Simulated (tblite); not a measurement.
C9H11P.
Numbering: `[CH3:1][c:2]1[cH:3][cH:4][c:5]([CH:6]2[CH2:7][CH2:8]2)[p:9][cH:10]1` (hydrogens: H11, H12, H13 on C1; H14 on C3; H15 on C4; H16 on C6; H17, H18 on C7; H19, H20 on C8; H21 on C10)

Computed geometry: GFN2-xTB, gas phase.

Task: What internal coordinates does the optimisation give?

Result: 
```tsv
bond	length (Å)
C1–C2	1.501
C2–C3	1.389
C3–C4	1.384
C4–C5	1.385
C5–C6	1.478
C6–C7, C6–C8	1.506
C7–C8	1.489
C5–P9	1.751
P9–C10	1.727
C2–C10	1.384
C1–H11, C1–H12, C1–H13	1.089
C3–H14	1.081
C4–H15	1.084
C6–H16	1.085
C7–H17, C8–H19	1.080
C7–H18, C8–H20	1.081
C10–H21	1.085
```

Bonds in one row agree within 0.01 Å and their mean is given. A selection of angles:
```tsv
angle	degrees
C1–C2–C3	119.9
C1–C2–C10	119.0
C3–C2–C10	121.1
C2–C3–C4	123.6
C3–C4–C5	125.1
C4–C5–C6	119.0
C4–C5–P9	122.7
C6–C5–P9	118.3
C5–C6–C7	119.9
C7–C6–C8	59.3
C6–C7–C8	60.4
C5–P9–C10	100.7
C2–C10–P9	126.9
```

Dihedral angles: C4–C5–C6–C7 144° (anticlinal); C5–C6–C7–C8 109° (anticlinal); C5–C6–C8–C7 -109° (anticlinal). The mirror-image conformer, all signs reversed, is as good.

Of the pairs four or more bonds apart, P9···H20 is among the closest relative to their van der Waals radii: 2.78 Å, 93 % of the sum of Bondi's values. The 2 C–P bonds span 1.727 Å (P9–C10, aromatic) to 1.751 Å (C5–P9, aromatic), a spread of 0.024 Å. The 6-membered ring C2–C3–C4–C5–P9–C10 has internal angles of 100.7° to 126.9° (sum 720°, against 720° for a flat polygon); it is planar, 0.00 Å rms from its mean plane, widest ring torsion 0°. The C–C distances run from 1.384 Å (C2–C10, aromatic) to 1.506 Å (C6–C7, drawn single), a spread of 0.122 Å. The 3-membered ring C6–C7–C8 has internal angles of 59.3° to 60.4°.

GFN2-xTB frequencies show an imaginary mode (36i cm⁻¹), so the point is no minimum at that level. 2 starts were optimised and ended at 0.00 and 1.42 kcal/mol (GFN2-xTB); the lowest of these is shown.
